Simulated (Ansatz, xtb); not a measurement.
Isomers of C6H5B in order of energy

3 gas-phase structures of C6H5B, from a drawn sample of its isomers (lower ones may exist). Each was relaxed with GFN2-xTB:

A. `C#CB1C=CC=C1`, a singlet
B. `C#CC1=CC=CB1`, a singlet
C. `C#CC1=CBC=C1`, a singlet

Problem. Which do you expect lowest at r2SCAN-D4/def2-SVP//GFN2-xTB, and how would the others follow?

Solution. Calculated order at r2SCAN-D4/def2-SVP//GFN2-xTB: A (0.0), B (12.7), C (12.8) kcal/mol. Less than 1 kcal/mol parts B and C, so the order within that pair means little.

Energies above the lowest of each column, in kcal/mol; the last columns are at r2SCAN-D4/def2-SVP geometries:

```csv
structure,GFN2-xTB,HF/STO-3G,r2SCAN-D4/def2-SVP//GFN2-xTB,r2SCAN-D4/def2-SVP,CCSD(T)/def2-SVP + ΔMP2/def2-TZVPP
A,4.4,0.0,0.0,0.0,0.0
B,0.3,12.8,12.7,12.2,13.9
C,0.0,12.9,12.8,12.5,13.6
```

CCSD(T)/def2-SVP + ΔMP2/def2-TZVPP puts A lowest; GFN2-xTB picks C. CCSD(T)/def2-SVP + ΔMP2/def2-TZVPP orders those it was run on as A (0.0), C (13.6), B (13.9) kcal/mol. Less than 1 kcal/mol parts C and B, so the order within that pair means little. ΔMP2 is the change of the MP2 energy from the smaller to the larger basis.

Programs: Ansatz 0.2.0, xtb 6.7.1.
